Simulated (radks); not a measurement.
All-electron atom: neutral zirconium in [Kr] 4d2 5s2 (the NIST ground configuration). All-electron calculation, scalar-relativistic Kohn-Sham, PBE, spin-polarised, spherical densities, finite nucleus; open shells are filled with parallel spins first (spin-orbit coupling, left out, can overturn this in heavy ions); Fermi nuclear charge, rms radius 4.2694 fm; hard spherical wall at 3.5 bohr. Program: a radial shooting solver on a logarithmic mesh with Libxc functionals.

Radial electron density D(r) = 4 pi r^2 rho(r):

```
   r/bohr * D(r) (the largest magnitude, 61.7, reaches the edge; | marks zero)
 0.001252 |*
 0.001423 |*
 0.001604 |*
 0.001823 | *
 0.002072 | *
 0.002355 |  *
 0.002655 |   *
 0.003018 |   *
  0.00343 |    *
 0.003898 |      *
 0.004395 |       *
 0.004995 |         *
 0.005678 |           *
 0.006453 |             *
 0.007276 |                *
 0.008269 |                   *
 0.009398 |                      *
  0.01068 |                          *
  0.01204 |                             *
  0.01369 |                                 *
  0.01556 |                                    *
  0.01768 |                                       *
  0.01994 |                                          *
  0.02266 |                                           *
  0.02575 |                                            *
  0.02927 |                                           *
    0.033 |                                          *
  0.03751 |                                        *
  0.04263 |                                      *
  0.04845 |                                     *
  0.05463 |                                     *
  0.06209 |                                      *
  0.07056 |                                         *
   0.0802 |                                             *
  0.09042 |                                                 *
   0.1028 |                                                     *
   0.1168 |                                                      *
   0.1328 |                                                    *
   0.1497 |                                                *
   0.1701 |                                          *
   0.1934 |                                    *
   0.2198 |                                 *
   0.2478 |                                *
   0.2816 |                                   *
   0.3201 |                                      *
   0.3638 |                                        *
   0.4101 |                                      *
   0.4662 |                                 *
   0.5298 |                          *
   0.6022 |                   *
   0.6789 |             *
   0.7716 |         *
    0.877 |        *
   0.9968 |        *
    1.124 |       *
    1.277 |       *
    1.452 |      *
     1.65 |    *
     1.86 |   *
    2.114 |   *
    2.403 |  *
    2.731 | *
    3.079 |*
```

D(r) has 3 maxima, at r = 0.0260, 0.115, 0.367 bohr, and minima at 0.0529, 0.234 bohr, inside which lie 2.05, 11.04 electrons.
